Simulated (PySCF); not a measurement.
SMILES C[SiH](C)[SiH2][Ge]([Cl])([Cl])[Cl], GFN2-xTB optimised geometry. Atoms within 1.6 Å of the plane z = 0.0 Å (x, y, z in Å): C2 (-0.22, -2.58, 0.20), Ge5 (-0.85, 1.36, 0.00), Cl6 (1.33, 1.36, 0.00), Cl8 (-1.33, 3.48, 0.00), H10 (-1.16, -2.75, 0.71), H11 (0.38, -3.48, 0.31), H12 (0.30, -1.78, 0.73), H16 (-3.18, -0.17, -1.37).

Level of theory: CAM-B3LYP/def2-SVP (PySCF). Cells within 0.4 Å of a nucleus heavier than hydrogen are left out (blank, or x).

Map of the HOMO amplitude (bohr^(-3/2)) on the plane z = 0.0 Å; orbital energy -9.41 eV, overall sign arbitrary:

```
|555555555555555555555555555|
|555555555666555555555555555|
|555555556677655555555555555|
|555555555798765555555555555|
|5555555446x9765555555555555|
|555555442xx6665555555555555|
|555555442003555555555555555|
|555555443223445566665555555|
|555555554444444578765555555|
|55555555666x5433x9876555555|
|55555556785x6420xx866555555|
|555555567997752015665555555|
|555555567898754334555555555|
|555555566777654444555555555|
|555555556666555445555555555|
|555555555555555555555555555|
|555555555555555555555555555|
|555555555555555555555555555|
|555555555555655555555555555|
|555555555555xx5555555555555|
|555555555555444455555555555|
|555555555555444455555555555|
|555555555555544455555555555|
|555555555555554555555555555|
|555555555555555555555555555|
|555555555555555555555555555|
|555555555555555555555555555|
```
Scale: ten equal steps from -0.099 (start of '0') to 0.087 (end of '9'), in the order '0123456789'; x runs from -5.50 to 5.50, y from -5.50 (bottom) to 5.50 (top).
